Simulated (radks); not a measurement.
Radial electron density D(r) = 4 pi r^2 rho(r) of an atom or ion with 28 electrons. Method: scalar-relativistic Kohn-Sham, LB94 model potential, spin-polarised, spherical densities, finite nucleus; Fermi nuclear charge, rms radius of each element as measured or else 0.836 A^(1/3) + 0.57 fm; computed with a radial shooting solver on a logarithmic mesh with Libxc functionals.

r (bohr),D(r) (e/bohr)
0.004074,3.056
0.005221,4.643
0.006637,6.837
0.008505,9.964
0.0109,14.09
0.01385,18.99
0.01775,24.66
0.02257,29.95
0.02892,34.03
0.03706,35.42
0.04712,33.75
0.06038,30.26
0.07676,28.16
0.09836,30.28
0.126,36.16
0.1602,40.20
0.2053,36.85
0.261,27.18
0.3345,18.98
0.4286,18.73
0.5449,22.00
0.6983,21.29
0.8877,15.56
1.138,8.720
1.458,4.059
1.853,1.721
2.375,0.6135
3.019,0.1767
3.869,0.03276

What is the nuclear charge?

Answer. Z = 29. The innermost maximum, from 1s, lies near gamma/Z bohr with gamma = sqrt(1 - (Z/c)^2) = 0.977, here 0.0337 bohr (found: 0.0365), and its height grows with Z. The density is that of the copper ion Cu+ in [Ar] 3d10; the configuration itself is not fixed sharply by these data, and Z only to about a unit. D(r) has 3 maxima, at r = 0.0365, 0.165, 0.600 bohr, and minima at 0.0780, 0.380 bohr, inside which lie 2.10, 10.96 electrons.
